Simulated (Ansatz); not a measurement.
The same hydrolysis along the group Sc, Y.

Calculated with Ansatz (gas phase, PBE0-D4/def2-TZVP geometries, no zero-point term in ΔE). CCSD(T)/CBS adds triple-zeta CCSD(T) − MP2 to the extrapolated MP2 energy (def2 sets, frozen cores). This one scheme is used for every species. DFT in def2-TZVPP. def2 core potentials past Kr. For Sc, Y outer-core shells are correlated without core-valence functions, which leaves a few kJ/mol of doubt a bond. Scalar relativity is left out up to krypton. One conformer a species, not always the lowest.

```csv
reaction,CCSD(T)/def2-SVP (eV),ωB97X-V (eV)
`[NH2][Sc]([OH])[OH]` + H₂O → `[OH][Sc]([OH])[OH]` + NH₃,-0.84,-0.73
`[NH2][Y]([OH])[OH]` + H₂O → `[OH][Y]([OH])[OH]` + NH₃,-0.88,-0.82
```

Task: Give the CCSD(T)/CBS values in the same order. (Estimate.)

Result: The calculation gave: -0.68, -0.77 eV.

Largest T1 diagnostic: 0.016, for `[OH][Sc]([OH])[OH]`.
